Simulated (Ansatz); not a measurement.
Consider the redistribution: `CC1=CC(C)=[O+][B-](C)(O)O1` + `CCBCF` → `CC1=CC(C)=[O+][B-](O)(F)O1` + `CCBCC`.

Gas-phase electronic energies from Ansatz, PBE0-D4/def2-TZVP geometries. CCSD(T)/CBS is the MP2 limit (def2-TZVPP, def2-QZVPP) plus CCSD(T) − MP2 in def2-TZVPP, frozen cores. Functionals use def2-TZVPP. HSE06 is defined as in plane-wave codes. Each species was taken in one conformer, which may not be the lowest.

```tsv
level	ΔE (kJ/mol)	difference from CCSD(T)/CBS
LDA (SPW92)	-184.0	7.8
r2SCAN-D4	-188.4	3.4
r2SCAN0-D4	-194.6	-2.8
HSE06-D4	-186.2	5.6
CAM-B3LYP-D4	-186.8	5.0
ωB97M-V	-186.6	5.2
PBE-QIDH	-195.6	-3.8
BLYP	-179.9	11.9
r2SCANh	-192.1	-0.3
r2SCAN0	-195.8	-4.0
HSE06	-188.6	3.2
CCSD/def2-SVP	-202.7	-10.9
MP2/def2-TZVPP	-195.3	-3.5
SCS-MP2/def2-TZVPP	-193.2	-1.4
CCSD/def2-TZVPP	-194.5	-2.7
MP2/CBS(def2)	-195.3	-3.5
CCSD(T)/CBS	-191.8	0
```

Largest T1 diagnostic among the species: 0.016.

From r2SCAN to r2SCAN0 (25 % exact exchange), in def2-TZVPP and without D4, ΔE moves by −6.4 kJ/mol. The D4 term adds +4.0 kJ/mol with B3LYP and +2.5 kJ/mol with PBE0; it sums over pairs of atoms, weighted by their polarisabilities, and B3LYP, whose exchange is more repulsive, gets the larger term.

CCSD(T)/CBS has its own doubt, a few kJ/mol and more with outer-core shells, so smaller differences from it don't rank the levels.

B3LYP here is the variant with VWN-RPA as its local correlation; programs differ in this.
